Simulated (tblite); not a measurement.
Compound: C₁₀H₁₁P.
SMILES with atom numbers: `[CH2:1]=[P@:2]1([CH3:3])[CH:4]=[C:5]1[c:6]1[cH:7][cH:8][cH:9][cH:10][cH:11]1` (hydrogens: H12, H13 on C1; H14, H15, H16 on C3; H17 on C4; H18 on C7; H19 on C8; H20 on C9; H21 on C10; H22 on C11)

Computed with GFN2-xTB (tblite), gas phase: L-BFGS steps from a force-field or distance-geometry start until the largest atomic force falls under 0.01 eV/Å.

Step 90: E = -799.2918 eV
```
atom  x, y, z in Å  |  force x, y, z in eV/Å
C1     -2.8891   -1.4886   -0.6751   -0.009   0.005  -0.009
P2     -2.2700    0.0392   -0.2305   -0.010   0.000   0.051
C3     -2.7945    0.5114    1.4525   -0.013  -0.009   0.001
C4     -1.3587    1.4179   -1.0163   -0.041   0.024  -0.041
C5     -0.5480    0.4816   -0.4684    0.017  -0.011   0.016
C6      0.8385    0.1595   -0.3183    0.033   0.030   0.030
C7      1.2129   -0.9726    0.4073    0.033   0.001   0.002
C8      2.5484   -1.2358    0.6413    0.028   0.000  -0.023
C9      3.5220   -0.3774    0.1520    0.002   0.028   0.032
C10     3.1582    0.7383   -0.5882    0.025  -0.016   0.002
C11     1.8251    1.0095   -0.8245    0.049   0.003  -0.005
H12    -3.9653   -1.5130   -0.5255   -0.010  -0.006   0.003
H13    -2.6118   -1.7708   -1.6853    0.030  -0.003  -0.016
H14    -2.7897   -0.3988    2.0517    0.003   0.025   0.005
H15    -3.8090    0.9084    1.4224    0.014   0.008   0.003
H16    -2.1144    1.2513    1.8696   -0.030  -0.008  -0.041
H17    -1.2649    2.2750   -1.6583   -0.028  -0.015   0.013
H18     0.4374   -1.6230    0.7880    0.012  -0.007  -0.003
H19     2.8395   -2.1070    1.2103   -0.026   0.004   0.001
H20     4.5658   -0.5658    0.3628   -0.040  -0.032  -0.052
H21     3.9221    1.3977   -0.9772   -0.036  -0.010   0.019
H22     1.5352    1.8824   -1.3912   -0.004  -0.012   0.011
```

Step 91: E = -799.2927 eV
```
atom  x, y, z in Å  |  force x, y, z in eV/Å
C1     -2.8841   -1.4884   -0.6745   -0.007  -0.013   0.004
P2     -2.2701    0.0400   -0.2279   -0.007   0.012   0.045
C3     -2.8000    0.5151    1.4523   -0.010  -0.004  -0.003
C4     -1.3592    1.4189   -1.0141   -0.030   0.011  -0.010
C5     -0.5483    0.4852   -0.4611    0.012  -0.019  -0.007
C6      0.8381    0.1592   -0.3142    0.020   0.060   0.036
C7      1.2137   -0.9739    0.4092    0.018   0.007  -0.018
C8      2.5498   -1.2393    0.6380    0.007   0.002  -0.025
C9      3.5221   -0.3806    0.1465    0.004   0.029   0.053
C10     3.1570    0.7363   -0.5909    0.024  -0.012   0.008
C11     1.8236    1.0099   -0.8215    0.057  -0.007  -0.020
H12    -3.9614   -1.5168   -0.5344   -0.004  -0.005  -0.005
H13    -2.5917   -1.7770   -1.6785    0.016   0.005  -0.016
H14    -2.7942   -0.3930    2.0538    0.004   0.017   0.014
H15    -3.8143    0.9114    1.4209   -0.005   0.005  -0.006
H16    -2.1227    1.2583    1.8675   -0.016  -0.006  -0.034
H17    -1.2662    2.2768   -1.6548   -0.020  -0.015   0.002
H18     0.4378   -1.6243    0.7894    0.019  -0.007   0.002
H19     2.8396   -2.1123    1.2047   -0.013   0.010   0.000
H20     4.5657   -0.5671    0.3577   -0.027  -0.042  -0.060
H21     3.9187    1.3970   -0.9812   -0.023  -0.013   0.020
H22     1.5357    1.8840   -1.3878   -0.020  -0.016   0.019
```

Question: Estimate the geometry and energy of step 92. (The exact step hangs on the optimiser's Hessian estimate; all steps are aligned on step 91, rigid shifts and turns removed.)

Answer: E = -799.2935 eV, largest force 0.076 eV/Å
```
atom  x, y, z in Å  |  force x, y, z in eV/Å
C1     -2.8789   -1.4890   -0.6741    0.002  -0.015   0.032
P2     -2.2704    0.0406   -0.2252    0.001   0.011   0.022
C3     -2.8064    0.5190    1.4518   -0.008  -0.003  -0.005
C4     -1.3599    1.4195   -1.0119   -0.013   0.010   0.016
C5     -0.5484    0.4885   -0.4540    0.003  -0.018  -0.029
C6      0.8383    0.1600   -0.3099    0.002   0.066   0.036
C7      1.2148   -0.9752    0.4102   -0.001   0.017  -0.029
C8      2.5513   -1.2426    0.6341   -0.016   0.005  -0.014
C9      3.5224   -0.3833    0.1420    0.003   0.020   0.054
C10     3.1566    0.7340   -0.5937    0.016  -0.003   0.017
C11     1.8233    1.0098   -0.8194    0.035  -0.008  -0.022
H12    -3.9567   -1.5211   -0.5428   -0.011  -0.006  -0.008
H13    -2.5736   -1.7830   -1.6722    0.012   0.009  -0.029
H14    -2.7990   -0.3867    2.0560    0.001   0.006   0.023
H15    -3.8203    0.9148    1.4195   -0.020   0.002  -0.015
H16    -2.1310    1.2645    1.8644    0.000   0.006  -0.022
H17    -1.2682    2.2797   -1.6503   -0.014  -0.031   0.002
H18     0.4390   -1.6254    0.7913    0.024  -0.003   0.001
H19     2.8397   -2.1166    1.1999    0.001   0.009  -0.002
H20     4.5654   -0.5697    0.3515    0.006  -0.051  -0.056
H21     3.9158    1.3963   -0.9845    0.003  -0.009   0.013
H22     1.5357    1.8852   -1.3838   -0.026  -0.014   0.018
```

The energy changes by -0.0008 eV. The first-order estimate −F·Δx gives -0.0011 eV and the mean of the old and new forces, exact on a quadratic surface, -0.0008 eV. The step makes an angle of 79° with the force vector and moves no atom by more than 0.020 Å.
